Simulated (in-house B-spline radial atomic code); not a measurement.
Ionisation energies along the 24-electron series, configuration [Ar] 3d6, as differences of self-consistent energies. Dirac energy differences include first-order Breit, QED and recoil terms. NIST's values go from ground level to ground level; the uncertainty of those that are theory runs from under 0.1 % in few-electron ions to several per cent in heavy many-electron ones. Computed with a B-spline radial code for spherical atoms: Dirac-Hartree-Fock, average of the configuration, finite nuclei.

```
  ion  configuration after  ionisation energy (eV)  IE/(q+1)² (eV)  Breit and QED recoil part (eV)  tabulated value (eV)    tabulated kind  computed minus tabulated (eV)
Eu39+             [Ar] 3d5                  2927.4          1.8296                         -1.6197                  2914  tabulated theory                             13
Gd40+             [Ar] 3d5                       ?               ?                               ?                     ?  tabulated theory                              ?
Tb41+             [Ar] 3d5                  3204.1          1.8164                         -1.8657                  3189  tabulated theory                             15
Dy42+             [Ar] 3d5                  3347.1          1.8102                         -1.9973                  3331  tabulated theory                             16
Ho43+             [Ar] 3d5                  3493.3          1.8044                         -2.1348                  3476  tabulated theory                             17
Er44+             [Ar] 3d5                       ?               ?                               ?                     ?  tabulated theory                              ?
Tm45+             [Ar] 3d5                  3794.9          1.7934                         -2.4282                  3775  tabulated theory                             20
Yb46+             [Ar] 3d5                       ?               ?                               ?                     ?  tabulated theory                              ?
Lu47+             [Ar] 3d5                  4108.9          1.7834                         -2.7469                  4086  tabulated theory                             23
Hf48+             [Ar] 3d5                  4270.6          1.7787                          -2.916                  4246  tabulated theory                             25
Ta49+             [Ar] 3d5                  4435.5          1.7742                         -3.0919                  4410  tabulated theory                             25
 W50+             [Ar] 3d5                  4603.4          1.7699                         -3.2747                  4578    semi-empirical                             25
```

(1) Fill in the row of Gd40+.

(2) Fill in the row of Er44+.

(3) Fill in the row of Yb46+.

Where a p, d or f electron is removed, the computed value is a mean over both j, so it misses the tabulated one by a part of the spin-orbit splitting; averaging over terms and missing correlation add to the gap, relatively most at low charge.

## Answers

(1) ionisation energy (eV): 3064.2; IE/(q+1)² (eV): 1.8228; Breit and QED recoil part (eV): -1.7399; tabulated value (eV): 3050; computed minus tabulated (eV): 14.

(2) ionisation energy (eV): 3642.5; IE/(q+1)² (eV): 1.7988; Breit and QED recoil part (eV): -2.2784; tabulated value (eV): 3624; computed minus tabulated (eV): 19.

(3) ionisation energy (eV): 3950.3; IE/(q+1)² (eV): 1.7883; Breit and QED recoil part (eV): -2.5843; tabulated value (eV): 3929; computed minus tabulated (eV): 21.
